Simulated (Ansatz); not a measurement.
Reaction R1 → P1 + P2, each structure at its B3LYP-D3(BJ)/def2-TZVP stationary point, reached from a drawn start (curvature not checked).
R1, Cl3Zr (SMILES [Cl][Zr]([Cl])[Cl]) (charge 0, multiplicity 2, Z-matrix in Å and degrees):
```
Zr
Cl 1 2.3436
Cl 1 2.3436 2 120.00
Cl 1 2.3436 2 120.00 3 179.99
```
P1, Cl2Zr (SMILES [Cl][Zr][Cl]) (charge 0, multiplicity 1, Z-matrix in Å and degrees):
```
Zr
Cl 1 2.3156
Cl 1 2.3156 2 129.68
```
P2: Cl atom, charge 0, multiplicity 2.

P less R. No zero-point or thermal terms; singlets are restricted closed shells; open shells are unrestricted; no spin–orbit coupling. The spin states of the d-block species are the ones drawn and need not be the lowest.

Frozen-core correlation throughout.

Programs: Ansatz (a program for electronic structure) with Gaussian orbitals. Each number belongs to the level named beside it. Elements past Kr take the def2 small-core potentials, without spin–orbit coupling.

Total energies in hartree:

| structure | PBE/def2-TZVPP | B3LYP/def2-TZVPP | CCSD(T)/def2-QZVPP |
|---|---|---|---|
| R1 | -1427.363005 | -1427.975061 | -1426.157961 |
| P1 | -967.185050 | -967.597438 | -966.255928 |
| P2 | -459.958430 | -460.167005 | -459.695345 |

Task: Work out the reaction energy at each level in kcal/mol (1 hartree = 627.50947 kcal/mol), and say how far PBE/def2-TZVPP lies from CCSD(T)/def2-QZVPP.

Result: 
- PBE/def2-TZVPP: (-967.185050) + (-459.958430) − (-1427.363005) = 0.219525 hartree = 137.75 kcal/mol
- B3LYP/def2-TZVPP: (-967.597438) + (-460.167005) − (-1427.975061) = 0.210618 hartree = 132.16 kcal/mol
- CCSD(T)/def2-QZVPP: (-966.255928) + (-459.695345) − (-1426.157961) = 0.206688 hartree = 129.70 kcal/mol
PBE/def2-TZVPP less CCSD(T)/def2-QZVPP: 8.05 kcal/mol. CCSD(T)/def2-QZVPP is the level counted from, the highest shown, and no exact or measured value.
